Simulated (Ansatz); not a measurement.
`C=C/C=[N]\[InH2]` + CH₄ → `C/C=[N]\[InH2]` + `C=C` at 600 K and 1 bar (formal exchange of groups at a C–C bond).

Calculated with Ansatz (gas phase, PBE0-D4/def2-TZVP geometries, no zero-point term in ΔE). CCSD(T)/CBS is the MP2 limit (def2-TZVPP, def2-QZVPP) plus CCSD(T) − MP2 in def2-TZVPP, frozen cores. This one scheme is used for every species. Double bonds are as drawn, so ΔE can hold a change between cis and trans. def2 core potentials past Kr. For In outer-core shells are correlated without core-valence functions, which leaves a few kJ/mol of doubt a bond. One conformer a species, not always the lowest.

```
           species  CCSD(T)/CBS energy (Eh)  H − E (kJ/mol)  S (J/(mol·K))
`C=C/C=[N]\[InH2]`               -362.21401           260.9          458.8
               CH₄                -40.46206           140.4          215.7
  `C/C=[N]\[InH2]`               -324.18380           239.5          431.5
             `C=C`                -78.48111           161.6          257.2
```

H − E and S are ideal-gas, rigid-rotor, harmonic terms from PBE0-D4/def2-TZVP, for one conformer and one mirror image of each species. 1 Eh = 2625.50 kJ/mol, R = 8.31446 J/(mol·K).

Question: By hand: ΔE, ΔH, ΔS and ΔG.

Answer: ΔE = (-324.18380) + (-78.48111) − (-362.21401) − (-40.46206) = 0.01116 Eh = 29.3 kJ/mol. Δ(H − E) = 239.5 + 161.6 − 260.9 − 140.4 = -0.2, so ΔH = 29.1 kJ/mol. ΔS = 431.5 + 257.2 − 458.8 − 215.7 = 14.2 J/(mol·K). ΔG = 29.1 − 600 × (14.2)/1000 = 20.6 kJ/mol.

Question: By hand: the equilibrium constant, and the temperature at which ΔG would vanish if ΔH and ΔS stayed fixed.

Answer: log₁₀ K = −ΔG/(RT ln 10) = -1.8. ΔG = 0 at ΔH/ΔS = 2049 K, though so small a ΔS makes that figure unsure.

The number of gas molecules stays the same, so ΔS is small and ΔH decides. A doubt of 5 kJ/mol in ΔE shifts log₁₀ K by 0.4 here. Other conformers and mirror images would add mixing entropy, several J/(mol·K) or more a flexible species. These are equilibria of isolated gas molecules and say nothing of rates. Largest T1 diagnostic: 0.017 (customary marks: 0.02 for closed shells, 0.045 for open ones).
